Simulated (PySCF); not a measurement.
Labels have come off several samples. The candidates:

A. `O=C1C=C[Si@H](C)O1`
B. `C=CC1=C[SiH2]C/C(=C/Cl)[SiH2]1`
C. isopropyl acrylate (C=CC(=O)OC(C)C)

Spectrum 1. 13C{1H} NMR (computed): δ 171.7 (C), 140.2 (CH2), 137.3 (CH), 69.7 (CH), 23.5 (CH3).

Spectrum 2. 13C{1H} NMR (computed): δ 172.4 (C), 157.0 (CH), 150.2 (CH), -1.1 (CH3).

Spectrum 3. 13C{1H} NMR (computed): δ 162.7 (C), 153.6 (CH), 149.5 (CH), 140.7 (C), 137.3 (CH), 124.9 (CH2), 23.2 (CH2).

[PySCF 2.14.0 with density-fitted response routines: geometry from GFN2-xTB; shielding tensors at PBE0/pcSseg-1 (GIAO); one conformer; equivalent nuclei averaged; no solvent; no relativistic terms]

References, each an isolated molecule treated in the same way: 13C against TMS. Shifts are as computed. Against solution values, carbons near 30 ppm lie about +3 ppm off and those near 130 ppm about +5 ppm; carbons on Cl a further +6 ppm. Of 1211 compounds with measured shifts, 218 miss one by over three times the rms of a fit or turn the order of signals round; such compounds aren't used in these exercises. Carbons bonded to Cl come out too deshielded.

Question: Match each spectrum to its structure.

Answer: 1–C, 2–A, 3–B.

- Spectrum 1 (C): 5 13C signals; δC 171.7 is an ester carbonyl carbon; δC 140.2 is a β carbon of a C=C–C=O unit.
- Spectrum 2 (A): 4 13C signals; δC 157.0 is a β carbon of a C=C–C=O unit; δC 150.2 is an α carbon of a C=C–C=O unit.
- Spectrum 3 (B): 7 13C signals; δC 162.7 is a fully substituted alkene carbon; δC 153.6 is an alkene CH.
